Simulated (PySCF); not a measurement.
Spinor energies of Dy (dysprosium, neutral)

Start: [Xe] 4f10 6s1 6p1; 4f5/2 filled at m_j = +1/2, +3/2, +5/2; 4f7/2 filled at m_j = -5/2, -3/2, -1/2, +1/2, +3/2, +5/2, +7/2; 6s1/2 filled at m_j = +1/2; 6p3/2 filled at m_j = +3/2. Calculated with PySCF 2.14 in x2c-TZVPall-2c with one added diffuse shell each of s, p, d, f type (12s12p11d5f1g, 147 functions): generalised Hartree-Fock with the X2C-1e Hamiltonian and a Gaussian nucleus; spin-orbit coupling (SO) screened by Boettger's factors. This is a chosen level, not necessarily the ground level.

```json
{"spinor shell": "1s1/2", "electrons": "2", "ε, screened SO (eV)": "-54049.0", "weight of nominal j (screened SO)": "1.000", "rms radius, screened SO (bohr)": "0.0240"}
{"spinor shell": "2s1/2", "electrons": "2", "ε, screened SO (eV)": "-9124.3", "weight of nominal j (screened SO)": "1.000", "rms radius, screened SO (bohr)": "0.0971"}
{"spinor shell": "2p1/2", "electrons": "2", "ε, screened SO (eV)": "-8660.3", "weight of nominal j (screened SO)": "1.000", "rms radius, screened SO (bohr)": "0.0830"}
{"spinor shell": "2p3/2", "electrons": "4", "ε, screened SO (eV)": "-7855.2", "weight of nominal j (screened SO)": "1.000", "rms radius, screened SO (bohr)": "0.0896"}
{"spinor shell": "3s1/2", "electrons": "2", "ε, screened SO (eV)": "-2083.7", "weight of nominal j (screened SO)": "1.000", "rms radius, screened SO (bohr)": "0.250"}
{"spinor shell": "3p1/2", "electrons": "2", "ε, screened SO (eV)": "-1881.3", "weight of nominal j (screened SO)": "1.000", "rms radius, screened SO (bohr)": "0.241"}
{"spinor shell": "3p3/2", "electrons": "4", "ε, screened SO (eV)": "-1709.9", "weight of nominal j (screened SO)": "1.000", "rms radius, screened SO (bohr)": "0.255"}
{"spinor shell": "3d3/2", "electrons": "4", "ε, screened SO (eV)": "-1366.1", "weight of nominal j (screened SO)": "0.999", "rms radius, screened SO (bohr)": "0.228"}
{"spinor shell": "3d5/2", "electrons": "6", "ε, screened SO (eV)": "-1327.9", "weight of nominal j (screened SO)": "0.999", "rms radius, screened SO (bohr)": "0.231"}
{"spinor shell": "4s1/2", "electrons": "2", "ε, screened SO (eV)": "-437.46", "weight of nominal j (screened SO)": "1.000", "rms radius, screened SO (bohr)": "0.564"}
{"spinor shell": "4p1/2", "electrons": "2", "ε, screened SO (eV)": "-356.95", "weight of nominal j (screened SO)": "0.994", "rms radius, screened SO (bohr)": "0.579"}
{"spinor shell": "4p3/2", "electrons": "4", "ε, screened SO (eV)": "-316.57", "weight of nominal j (screened SO)": "0.997", "rms radius, screened SO (bohr)": "0.609"}
{"spinor shell": "4d3/2", "electrons": "4", "ε, screened SO (eV)": "-184.76", "weight of nominal j (screened SO)": "0.888", "rms radius, screened SO (bohr)": "0.655"}
{"spinor shell": "4d5/2", "electrons": "6", "ε, screened SO (eV)": "-171.93", "weight of nominal j (screened SO)": "0.925", "rms radius, screened SO (bohr)": "0.664"}
{"spinor shell": "5s1/2", "electrons": "2", "ε, screened SO (eV)": "-60.836", "weight of nominal j (screened SO)": "1.000", "rms radius, screened SO (bohr)": "1.41"}
{"spinor shell": "5p1/2", "electrons": "2", "ε, screened SO (eV)": "-36.638", "weight of nominal j (screened SO)": "0.972", "rms radius, screened SO (bohr)": "1.59"}
{"spinor shell": "5p3/2", "electrons": "4", "ε, screened SO (eV)": "-31.069", "weight of nominal j (screened SO)": "0.986", "rms radius, screened SO (bohr)": "1.71"}
{"spinor shell": "4f5/2", "electrons": "3", "ε, screened SO (eV)": "-14.138", "weight of nominal j (screened SO)": "0.620", "rms radius, screened SO (bohr)": "0.965"}
{"spinor shell": "4f7/2", "electrons": "7", "ε, screened SO (eV)": "-15.465", "weight of nominal j (screened SO)": "0.487", "rms radius, screened SO (bohr)": "0.949"}
{"spinor shell": "6s1/2", "electrons": "1", "ε, screened SO (eV)": "-6.898", "weight of nominal j (screened SO)": "0.996", "rms radius, screened SO (bohr)": "4.57"}
{"spinor shell": "6p3/2", "electrons": "1", "ε, screened SO (eV)": "-3.719", "weight of nominal j (screened SO)": "1.000", "rms radius, screened SO (bohr)": "6.05"}
```

| quantity | screened SO |
| --- | --- |
| E (hartree) | -12157.43757 |
| M_J | 10 |
| ⟨J²⟩ | 110.030 |
| ⟨L²⟩ | 56.846 |
| ⟨S²⟩ | 11.809 |

Each row is a mean over spinors that exchange with the open shell spreads, by up to 14.800 eV (4d5/2).

Rows whose weight is well below 1 are mixtures of j = l ± 1/2: exchange outweighs spin-orbit coupling there, and the label is only the starting occupation.

Breit and QED terms are absent; they matter most for the inner s and p1/2 levels.

Densities and radii are taken from the X2C orbitals without a picture-change correction, which distorts them close to the nucleus.
